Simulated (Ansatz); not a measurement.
The first iterations of a band of BBrClHO (5 atoms, charge 0, multiplicity 1).

These are results of RKS PBE0/def2-SVP (Ansatz 0.2.0), not measurements.

* movable images: 8
* climbing image: no
* spring: 5.0 eV/Å²
* optimiser: quadratic models (default)
* start path: through a guess of the saddle point
* force threshold: 0.05 eV/Å
* iteration limit: 60
* end points: relaxed

First end point:

```xyz
5
Properties=species:S:1:pos:R:3
O 0.909 0.468 0.433
B -0.185 -0.232 0.115
Cl -0.845 -1.352 1.284
Br -1.032 -0.019 -1.605
H 1.202 1.060 -0.270
```

Last end point:

```xyz
5
Properties=species:S:1:pos:R:3
O 0.831 0.706 -0.150
B -0.216 -0.127 -0.139
Cl -0.577 -1.132 1.267
Br -1.329 -0.210 -1.688
H 1.341 0.689 0.669
```

| iteration | highest image above the first end (eV) | largest band force component (eV/Å) |
| --- | --- | --- |
| 1 | 42.573 | 255.932 |
| 2 | 19.911 | 124.245 |
| 3 | 9.485 | 60.416 |
| 4 | 4.164 | 29.278 |
| 5 | 1.610 | 10.814 |
| 6 | 0.731 | 5.424 |
| 7 | 0.691 | 3.262 |
| 8 | 0.614 | 1.811 |

Does the band converge within its limit, and where does its top end?

The forces met the threshold. It ended after 26 iterations with the highest image 0.415 eV above the first end. No image climbed, so the highest image needn't sit at the top of the path.

The run took 6.9 min on 1 CPU thread of a shared host.
